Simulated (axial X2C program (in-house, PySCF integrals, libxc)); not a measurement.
## Low determinants of GeN at the PBE0 level, two-component

All values were computed with an in-house all-electron X2C program for linear molecules (integrals from PySCF). Two-component (2c) means X2C with spin–orbit coupling and atomic mean-field two-electron Coulomb and Gaunt terms. Basis: Ge dyall-cv3z [9s9p7d4f1g], N dyall-av3z [7s7p3d2f] (cores contracted in-house); Gaussian nuclei, density fitting, unrestricted open shells. Masses: Ge 73.921 u, N 14.003 u.

Search at 1.710 Å (vertical energies from the lowest determinant):

```
ΔE (eV)    state  electrons beyond evenly filled partner blocks  electrons in ±ω = 1/2, 3/2, 5/2, 7/2
   0.00  Ω = 3/2                                        ω = 3/2                              28 9 2 0
   0.01  Ω = 1/2                                        ω = 1/2                             27 10 2 0
   2.59  Ω = 1/2                          2 × ω = -1/2, ω = 3/2                              28 9 2 0
   2.70  Ω = 5/2                          ω = -1/2, 2 × ω = 3/2                             27 10 2 0
   2.85  Ω = 7/2                           ω = 1/2, 2 × ω = 3/2                             27 10 2 0
   2.89  Ω = 3/2                                        ω = 3/2                             26 11 2 0
   3.37  Ω = 5/2                           2 × ω = 1/2, ω = 3/2                              28 9 2 0
```

Lowest determinant, Ω = 3/2 (⟨Sz⟩ = 0.50, ⟨Lz⟩ = 1.00 at PBE0): Re = 1.735 Å, ωe = 857.2 cm⁻¹.

The determinant in row 2 of the search, Ω = 1/2 (⟨Sz⟩ = 0.50, ⟨Lz⟩ = 0.00 at PBE0), was followed along the bond at PBE0; measured from the minimum of the lowest determinant it gives:

Te = -0.045 eV (-362 cm⁻¹), Re = 1.653 Å, ωe = 978.4 cm⁻¹.

**Question.** Compare the bond of the determinant in row 2 with that of the lowest one.

**Answer.** At PBE0 its Re is 0.082 Å shorter and its force constant, which goes as ωe², is 1.30 times that of the lowest determinant. T0 ≈ Te + Δωe/2 = -362 + (61) = -301 cm⁻¹.

The search compares states at one distance, so a state with another bond length can lie lower; it is not exhaustive and yields mostly the lowest determinant of each block pattern, so other components and higher states of one pattern are missing. These are energies of single determinants, not of spin-adapted states; PBE0 term energies can be off by some tenths of an eV, and the functional has no current term. The lowest determinant need not be the ground state where others lie within half an eV.
